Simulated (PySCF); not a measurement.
## ZnCl⁺: everyday levels beside a composite calculation

PySCF; the state is a singlet (closed shell). The composite is CCSD(T) extrapolated to the basis-set limit from two correlation-consistent sets, with core-valence (CV) and scalar-relativistic (SR) terms as its label shows; it has no spin–orbit coupling and nothing beyond (T). Here it is CCSD(T)/CBS(TQ). It gives Re = 2.031 Å, ωe = 478 cm⁻¹ and De = 2.69 eV to Zn⁺ + Cl.

```
   level        basis     relativity  Re (Å)  ωe (cm⁻¹)  De (eV)
     RHF  def2-TZVPPD  no relativity   2.075        481     1.32
 RHF-MP2   x2c-SVPall  spin-free X2C   2.062        480     2.53
RHF-CCSD  def2-TZVPPD  no relativity   2.063        468     2.35
     PBE   x2c-SVPall  spin-free X2C   2.082        434     2.77
    BP86  def2-TZVPPD  no relativity   2.066        444     2.72
    TPSS   x2c-SVPall  spin-free X2C   2.080        439     2.69
  r²SCAN   x2c-SVPall  spin-free X2C   2.060        459     2.64
  r²SCAN  def2-TZVPPD  no relativity   2.045        470     2.69
    PBE0  def2-TZVPPD  no relativity   2.053        467     2.58
    MN15   x2c-SVPall  spin-free X2C   2.058        465     2.64
```

Give the difference of each row from the composite.



```
   level        basis  ΔRe (pm)  Δωe (%)  ΔDe (eV)
     RHF  def2-TZVPPD      +4.4     +0.6     -1.37
 RHF-MP2   x2c-SVPall      +3.1     +0.4     -0.16
RHF-CCSD  def2-TZVPPD      +3.2     -2.1     -0.34
     PBE   x2c-SVPall      +5.1     -9.2     +0.08
    BP86  def2-TZVPPD      +3.5     -7.1     +0.03
    TPSS   x2c-SVPall      +4.9     -8.2     +0.00
  r²SCAN   x2c-SVPall      +2.9     -4.0     -0.05
  r²SCAN  def2-TZVPPD      +1.4     -1.7     +0.00
    PBE0  def2-TZVPPD      +2.2     -2.3     -0.11
    MN15   x2c-SVPall      +2.7     -2.7     -0.05
```

Which rows come closest in De?

TPSS in x2c-SVPall (+0.00 eV); r²SCAN in def2-TZVPPD (+0.00 eV), counted from the composite.

Correlated steps freeze the inner cores (9 to 10 orbitals); shallow outer-core shells are correlated. Correlated levels converge slowly with the basis: in double zeta they bind strong bonds too weakly, by up to about 1 eV, and carry superposition errors of some tenths. For an ion De counts to the pair picked by the measured ionisation energies or electron affinities, which need not be the lowest pair at this level. Where the molecule has an RHF reference, its open-shell atoms are computed with UHF.
